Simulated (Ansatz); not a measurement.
# Two structures, one formula

The two ends of one reaction step of Si4NH12O3F, closed shell (PBE0-D4/def2-TZVP).

A:

Si1  (0.673, -0.783, 1.716)
O2  (0.099, 0.773, -0.958)
Si3  (-0.105, 1.868, -2.163)
O4  (-0.834, -0.265, 1.906)
Si5  (-2.201, 0.369, 1.250)
O6  (0.864, -1.890, 0.572)
Si7  (0.579, -2.392, -0.968)
F8  (1.099, -1.459, 3.084)
H9  (0.775, 0.925, -0.265)
N10  (1.673, 0.569, 1.338)
H11  (-0.414, 3.223, -1.627)
H12  (1.109, 1.980, -3.018)
H13  (-1.244, 1.390, -2.983)
H14  (-3.270, 0.218, 2.268)
H15  (-2.006, 1.811, 0.964)
H16  (-2.583, -0.358, 0.017)
H17  (1.529, -1.736, -1.898)
H18  (0.816, -3.857, -0.987)
H19  (-0.820, -2.113, -1.364)
H20  (2.646, 0.367, 1.151)
H21  (1.614, 1.359, 1.966)
(Å)

B:

Si1  (-0.421, -0.158, 0.886)
O2  (-0.525, 1.035, -0.187)
Si3  (0.180, 1.938, -1.359)
O4  (-1.835, -0.313, 1.635)
Si5  (-3.387, 0.208, 1.689)
O6  (-0.025, -1.568, 0.231)
Si7  (0.841, -2.403, -0.877)
F8  (0.647, 0.218, 2.000)
H9  (3.211, 0.819, -0.856)
N10  (2.670, 0.281, -0.191)
H11  (-0.872, 2.851, -1.873)
H12  (1.286, 2.759, -0.804)
H13  (0.677, 1.094, -2.471)
H14  (-4.076, -0.530, 2.774)
H15  (-3.431, 1.666, 1.969)
H16  (-4.063, -0.061, 0.394)
H17  (2.194, -2.718, -0.348)
H18  (0.124, -3.679, -1.124)
H19  (0.961, -1.650, -2.149)
H20  (3.176, -0.581, -0.025)
H21  (2.666, 0.792, 0.684)
(Å)

Computed with Ansatz 0.2.0 (basis: def2-TZVPP); correlated methods freeze the cores. B3LYP uses VWN-RPA correlation.

Task: Which structure is lower at CCSD(T), and by how much? (Judge from chemistry; the value comes from the calculation.)

Result: By the calculation: B, by 12.88 kcal/mol (electronic energy, against the other). By their contacts, A is a complex of Si₃NH₈O₂F ([NH2][Si]([F])([O][SiH3])[O][SiH3]) + SiH₄O ([OH][SiH3]) and B is a complex of Si₄H₉O₃F ([F][Si]([O][SiH3])([O][SiH3])[O][SiH3]) + NH₃.

All methods give the same order:

```json
{"method": "SPW92", "E(B) − E(A) (kcal/mol)": "-7.84"}
{"method": "PBE-D4", "E(B) − E(A) (kcal/mol)": "-9.74"}
{"method": "BLYP-D4", "E(B) − E(A) (kcal/mol)": "-11.18"}
{"method": "r2SCAN-D4", "E(B) − E(A) (kcal/mol)": "-12.15"}
{"method": "B97M-V", "E(B) − E(A) (kcal/mol)": "-13.85"}
{"method": "PBE0-D4", "E(B) − E(A) (kcal/mol)": "-11.09"}
{"method": "B3LYP-D4", "E(B) − E(A) (kcal/mol)": "-12.24"}
{"method": "r2SCAN0-D4", "E(B) − E(A) (kcal/mol)": "-12.77"}
{"method": "BHLYP-D4", "E(B) − E(A) (kcal/mol)": "-14.10"}
{"method": "CAM-B3LYP-D4", "E(B) − E(A) (kcal/mol)": "-12.39"}
{"method": "wB97X-V", "E(B) − E(A) (kcal/mol)": "-12.44"}
{"method": "wB97M-V", "E(B) − E(A) (kcal/mol)": "-12.45"}
{"method": "B2PLYP", "E(B) − E(A) (kcal/mol)": "-12.90"}
{"method": "PBE-QIDH", "E(B) − E(A) (kcal/mol)": "-12.34"}
{"method": "RPA on PBE", "E(B) − E(A) (kcal/mol)": "-13.01"}
{"method": "HF", "E(B) − E(A) (kcal/mol)": "-17.71"}
{"method": "MP2", "E(B) − E(A) (kcal/mol)": "-12.36"}
{"method": "CCSD", "E(B) − E(A) (kcal/mol)": "-13.71"}
{"method": "CCSD(T)", "E(B) − E(A) (kcal/mol)": "-12.88"}
```

T1 diagnostic: at most 0.012.

Labels in which every atom is bracketed show which atoms are joined, not bond orders.

For scale, one of the runs: CCSD(T)/def2-TZVPP, 491 basis functions, launched by `ansatz run in.yaml --threads 4 --pin off --events-out ev --progress --plain --max-ram 46080MiB --backend cuda --devices 0, --max-vram 37GiB`. Time: 64 s of wall clock on 4 CPU threads of an AMD EPYC 7R13 and a share of one NVIDIA H100; the host was shared. Peak host memory: 1.4 GiB.
